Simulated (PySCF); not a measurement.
**Energy of Cr (chromium, neutral) between two integer charges**

The 4s alpha orbital of [Ar] 3d5 4s1 is emptied in steps (occupation f), with all orbitals relaxed, ending at [Ar] 3d5. All numbers are calculated (PySCF 2.14, scalar relativity by spin-free X2C-1e, in aug-cc-pVTZ-DK (8s7p5d3f2g, 93 functions)). The exact energy is a straight line in f; departures are measured from the line between the end points of the same method.

```csv
f,BLYP (eV)
1,0.000
0.8,-0.481
0.6,-0.727
0.4,-0.731
0.2,-0.490
0,0.000
```

```json
{"method": "BLYP", "E(f=0) − E(f=1) (eV)": "7.256", "−ε at f=1 (eV)": "4.275", "−ε at f=0.4 (eV)": "7.845"}
```

Orbital energy along the path (eV):

```csv
f,BLYP
1,-4.275
0.8,-5.433
0.6,-6.626
0.4,-7.845
0.2,-9.083
0,-10.331
```

Reference removal energy between the ground levels: 6.767 eV (measured; NIST Atomic Spectra Database, ionization energies).
